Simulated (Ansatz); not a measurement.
**Ligand exchange: C5H10O + SiH(NH2)(SiH3)2 → C4H9NO + SiH(CH3)(SiH3)2**

Gas-phase species: C5H10O (2-pentanone) `CCCC(C)=O`, singlet; SiH(NH2)(SiH3)2, singlet; C4H9NO `CCCC(N)=O`, singlet; SiH(CH3)(SiH3)2, singlet. The partners trade CH3 for NH2: C–CH3 and Si–NH2 bonds give way to C–NH2 and Si–CH3.

Shapes, held fixed at every level: PBE0-D4/def2-TZVP. Flexible molecules stand in one conformer, not always the lowest. Programs: Ansatz 0.2.0. Electronic energies: no zero-point or thermal term.

| level | kind | ΔE (kJ/mol) | less CCSD(T)/CBS estimate |
| --- | --- | --- | --- |
| PBE-D4/def2-TZVPP | GGA | -25.3 | -18.4 |
| B3LYP-D4/def2-TZVPP | global hybrid | -14.5 | -7.6 |
| PBE0-D4/def2-TZVPP | global hybrid | -22.7 | -15.8 |
| wB97M-V/def2-TZVPP | range-separated hybrid | -13.5 | -6.6 |
| wB97X-V/def2-TZVPP | range-separated hybrid | -14.6 | -7.7 |
| MP2/def2-TZVPP | perturbation theory | -10.1 | -3.2 |
| CCSD(T)/CBS estimate | coupled cluster or CI | -6.9 | 0.0 |

The highest level, CCSD(T)/CBS estimate, gives ΔE = -6.9 kJ/mol; the levels span -25.3 to -6.9. The column of differences is taken from that level and isn't an error. No measured value is set beside it here. The CBS estimate extrapolates MP2 from def2-TZVPP and def2-QZVPP and adds CCSD(T) − MP2 in the triple-zeta set, cores frozen. CCSD(T)/CBS estimate lies outside the range of the other correlated levels here, so it shouldn't be taken on trust.
